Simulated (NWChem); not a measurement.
AlHF$_{2}$; SMILES [F][AlH][F]

```xyz
4

Al     0.0000     0.0000    -0.4149
H      0.0000     0.0000    -1.9775
F     -1.4143     0.0000     0.4439
F      1.4143     0.0000     0.4439
```
Atoms are numbered in this order, from 1.

The geometry was optimised at PBE0/def2-SVP.

Q: Give the principal values of the shielding tensors (ppm) of Al1, F3 from B3LYP/6-311G** (spherical d), GIAO (NWChem), with their diamagnetic and paramagnetic parts as GIAO splits them.

A: 
```tsv
atom	σ11	σ22	σ33	isotropic	diamagnetic	paramagnetic
Al1	401.8	462.1	519.5	461.1	794.8	-333.7
F3	220.0	294.8	444.8	319.9	468.3	-148.5
```
